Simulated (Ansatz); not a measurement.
`C[O][Zr]1234([OH])([N](C)C)[C@H]5[C@@H]1[C@@H]2[C@@H]3[C@H]54` at its PBE0-D4/def2-TZVP geometry, where that method's forces vanish. The species carries charge 0 and has multiplicity 1. Zr takes the def2 core potential.

| atom | x (Å) | y (Å) | z (Å) |
| --- | --- | --- | --- |
| C1 | 1.7594 | -1.8173 | -2.1717 |
| O2 | 1.2245 | -1.3954 | -0.9674 |
| Zr3 | 0.6031 | -0.1413 | 0.3697 |
| O4 | 1.7152 | -0.2342 | 1.9751 |
| N5 | -1.1809 | -0.9471 | 0.9681 |
| C6 | -1.7794 | -0.5950 | 2.2278 |
| C7 | -2.0994 | -1.6171 | 0.0885 |
| C8 | 0.1935 | 2.3497 | 0.6210 |
| C9 | -0.7395 | 1.8840 | -0.3292 |
| C10 | -0.0245 | 1.4812 | -1.4760 |
| C11 | 1.3495 | 1.7202 | -1.2426 |
| C12 | 1.4835 | 2.2557 | 0.0497 |
| H13 | 1.7515 | -1.0122 | -2.9193 |
| H14 | 2.7957 | -2.1522 | -2.0446 |
| H15 | 1.1819 | -2.6574 | -2.5758 |
| H16 | 2.3990 | 0.1726 | 2.4993 |
| H17 | -2.1463 | -1.4856 | 2.7601 |
| H18 | -1.0510 | -0.1070 | 2.8822 |
| H19 | -2.6378 | 0.0876 | 2.1084 |
| H20 | -2.4806 | -2.5462 | 0.5388 |
| H21 | -2.9766 | -0.9940 | -0.1550 |
| H22 | -1.6094 | -1.8874 | -0.8507 |
| H23 | -0.0370 | 2.7161 | 1.6112 |
| H24 | -1.8093 | 1.8262 | -0.1938 |
| H25 | -0.4511 | 1.0599 | -2.3752 |
| H26 | 2.1553 | 1.5062 | -1.9297 |
| H27 | 2.4107 | 2.5298 | 0.5312 |

Task: For each bond, give half the difference of the two atoms' forces along it (eV/Å; positive pushes the atoms apart) under PBE-D4, r2SCAN-D4, B3LYP-D4, ωB97M-V in def2-TZVPP. (Estimate.)

Result: Computed: 
| bond | length (Å) | PBE-D4 | r2SCAN-D4 | B3LYP-D4 | ωB97M-V |
| --- | --- | --- | --- | --- | --- |
| C1–H13 | 1.099 | 0.08 | -0.05 | -0.08 | -0.11 |
| C1–H15 | 1.097 | 0.09 | -0.06 | -0.10 | -0.14 |
| Zr3–N5 | 2.047 | 0.00 | -0.02 | -0.06 | -0.14 |
| Zr3–C8 | 2.537 | 0.00 | 0.03 | 0.18 | 0.05 |
| Zr3–C10 | 2.536 | 0.01 | 0.04 | 0.17 | 0.04 |
| Zr3–C12 | 2.574 | 0.01 | 0.03 | 0.18 | 0.04 |
| N5–C7 | 1.437 | 0.07 | 0.13 | 0.17 | 0.25 |
| C6–H17 | 1.100 | 0.12 | -0.03 | -0.08 | -0.12 |
| C7–H21 | 1.103 | 0.10 | -0.03 | -0.06 | -0.10 |
| C8–C12 | 1.414 | 0.17 | 0.14 | 0.16 | 0.10 |
| C9–H24 | 1.080 | -0.04 | -0.11 | -0.17 | -0.09 |
| C10–C11 | 1.414 | 0.18 | 0.14 | 0.16 | 0.10 |
| C11–H26 | 1.080 | -0.04 | -0.12 | -0.17 | -0.10 |

B3LYP here is the variant with VWN-RPA as its local correlation; programs differ in this.
